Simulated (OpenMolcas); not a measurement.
## Co I: effect of the active space

```json
{
 "Program": "OpenMolcas 26.06",
 "Method": "MS-CASPT2 or its RAS form, IPEA 0.25 Eh, imaginary shift 0.1 Eh",
 "Basis": "ANO-RCC-VTZP",
 "Scalar Hamiltonian": "DKH2, point nucleus",
 "Spin-orbit coupling": "RASSI with atomic mean-field integrals over the reference wave functions, term energies averaged over their components"
}
```

A. 9 electrons in 6 orbitals (3d 4s); 2S+1 = 4 even, 20 roots; 2S+1 = 2 even, 40 roots kept (CI in the orbitals of an earlier block); closed shells correlated: 3s 3p; CASPT2 step about 13 core-seconds
B. 9 electrons in 9 orbitals (RAS2 3d 4s; RAS3 4p, at most 2 electrons); 2S+1 = 4 even, 20 roots; 2S+1 = 2 even, 40 roots kept (CI in the orbitals of an earlier block); 2S+1 = 4 odd, 39 roots; 2S+1 = 6 odd, 30 roots kept (CI in the orbitals of an earlier block); 2S+1 = 2 odd, 21 roots kept (CI in the orbitals of an earlier block); closed shells correlated: 3s 3p; CASPT2 step of the order of 4 core-minutes

Energies in cm⁻¹ above 3d⁷ 4s² ⁴F_9/2, the measured ground level; measured values from NIST Handbook of Basic Atomic Spectroscopic Data.

```
                Level      A      B  Measured
       3d⁷ 4s² ⁴F_9/2    0.0    0.0       0.0
       3d⁷ 4s² ⁴F_7/2    774    773       816
       3d⁷ 4s² ⁴F_5/2   1342   1340      1407
       3d⁷ 4s² ⁴F_3/2   1729   1727      1809
        3d⁸ 4s ⁴F_9/2   7860   7730      3483
        3d⁸ 4s ⁴F_7/2   8540   8400      4143
        3d⁸ 4s ⁴F_5/2   9130   8980      4690
        3d⁸ 4s ⁴F_3/2   9540   9400      5076
        3d⁸ 4s ²F_7/2  11360  11380      7442
        3d⁸ 4s ²F_5/2  12440  12460      8461
       3d⁷ 4s² ⁴P_5/2  15160  14900     13795
       3d⁷ 4s² ⁴P_3/2  15360  15110     14036
       3d⁷ 4s² ⁴P_1/2  15750  15500     14399
       3d⁷ 4s² ²G_9/2  16590  16450          
       3d⁷ 4s² ²G_7/2  17330  17190          
3d⁷ 4s² ²P_3/2 [63 %]  19350  19210          
 3d⁸ 4s ²D_5/2 [66 %]  19650  19320          
       3d⁷ 4s² ²P_1/2  20040  19990          
 3d⁸ 4s ²D_3/2 [65 %]  20060  19850          
        3d⁸ 4s ⁴P_5/2  21430  20990     15184
        3d⁸ 4s ⁴P_3/2  21580  21120     15774
        3d⁸ 4s ⁴P_1/2  21770  21310     16196
      3d⁷ 4s² ²H_11/2  22590  22550          
       3d⁷ 4s² ²D_5/2  22880  23080
```

Deviations, from unrounded energies. A percentage is the sum of absolute deviations over the sum of measured energies, with the sign that they share, or ± where signs differ.

| Against measurement | Levels | A | B |
| --- | --- | --- | --- |
| mean absolute deviation (cm-1) | 15 | 3200 | 3000 |
| fine structure of the ground term (%) | 3 | -4.6 | -4.8 |
| other terms of the ground configuration (%) | 3 | +9.6 | +7.8 |
| other configurations (%) | 9 | +53.7 | +51.4 |

B lies closest to measurement on these levels. The largest miss of B in the table is 3d⁸ 4s ⁴P_5/2, by +5800 cm-1. The ranking rests on the paired levels alone, and a cruder setting can come out closer through cancelling errors.

The two smallest mean deviations differ by little beside CASPT2's spread within terms, so their order carries little weight.

Between A and B the level of the table that moves most is 3d⁸ 4s ⁴P_1/2, by 460 cm-1 (lowest in B, highest in A). Moves below CASPT2's spread within the term are not significant.

CASPT2 does not keep the components of a term degenerate, so their means are used; among the terms shown or strongly mixed into the levels shown the widest spread is 2300 cm-1 (3d⁸ 4s ²F, A). Terms from blocks run as CI alone lack orbitals of their own. A single d shell beside an s shell can misplace configurations of different d count against each other. The CASPT2 spread within a term exceeds the gap to the next term for 3d⁷ 4s² ²H and 3d⁷ 4s² ²D, so the order of their levels is uncertain. Computed and measured levels are paired by configuration, term and J; levels that our copy of the source lacks, or whose pairing is in doubt (as where it misses far off the trend of its configuration), stay unpaired and out of the deviations. Levels of configurations outside the active space are missing. Levels that lie high or do not pair safely by name in every column are left out.

A share in square brackets marks a mixed level and gives the weight of the term that names it, the lowest over the columns.
